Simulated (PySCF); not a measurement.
Species: F2H3SSi2 (doublet state).
Structure used (GFN2-xTB), in Å, numbered top down from 1:
```xyz
8
F2H3SSi2 angstrom
F      1.5753    1.3136   -0.8527
Si     1.7000    0.5847    0.5928
S      0.4791   -1.1897    0.4773
Si    -1.3930   -0.3958   -0.1934
F     -1.8494    0.7255    0.8632
H      3.0807    0.1563    0.6424
H     -1.2563    0.3072   -1.4493
H     -2.3272   -1.4924   -0.1051
```

The hyperfine couplings belong to this conformer and change with its torsions.

Identity: `[SiH2](S[SiH]F)F` [radical].

Level of theory: UKS B3LYP, pcH-1 on F H S Si, non-relativistic, mean-field spin-orbit, GIAO (PySCF 2.14.0). Geometry: GFN2-xTB, one conformer, isolated molecule. Couplings are sensitive to structure, and on GFN2-xTB geometries they can be far from those on DFT ones, by a factor of two or more for some ions and for spin on atoms past the first row. No stability test was run, so a lower SCF solution isn't excluded.

(1) Match the computed a_iso(29Si) values -811.8, -8.1 MHz with the sites Si2; Si4.

(2) The isotropic 1H couplings, averaged over equivalent nuclei, are +182.7, -0.6 MHz. Assign them to H6; H7/H8.

## Answers

(1) 
```tsv
site	a_iso (MHz)	ρ(0) (bohr⁻³)	position	distance from Si2 (Å)	spin population	largest |T| (MHz)
Si2	-811.8	+0.9144	largest spin population	0.00	+0.74	142.0
Si4	-8.1	+0.0092	2 bonds from Si2	3.34	0.00	1.3
```

(2) 
```json
{"site": "H6", "a_iso (MHz)": "+182.7", "ρ(0) (bohr⁻³)": "+0.0409", "position": "1 bond from Si2", "distance from Si2 (Å)": "1.45", "bound to": "Si2", "spin population there": "+0.74", "largest |T| (MHz)": "7.1"}
{"site": "H7/H8", "a_iso (MHz)": "-0.6", "ρ(0) (bohr⁻³)": "-0.0001", "position": "3 bonds from Si2", "distance from Si2 (Å)": "4.09", "bound to": "Si4", "spin population there": "0.00", "largest |T| (MHz)": "2.1"}
```

ρ(0) is the spin density at the nucleus and T the dipolar tensor; a_iso includes a spin–orbit part; entries for several nuclei are means. The Mulliken spin populations are largest on Si2 (+0.74), S3 (+0.12) and H6 (+0.09). Si2 is the only atom above +0.15. The angles at Si2 add up to 317.2°, so it is pyramidal.

Nuclei that the bonding pattern makes equivalent are averaged, as if the motion that swaps them (rotation, inversion, ring flip) were fast.

Hardware: an Arm Neoverse V1 with one thread, shared host with 32 logical CPUs at a one-minute load of 20. Cost: 33 s of wall time (grids of density and orbitals included), 0.64 GiB resident at most.
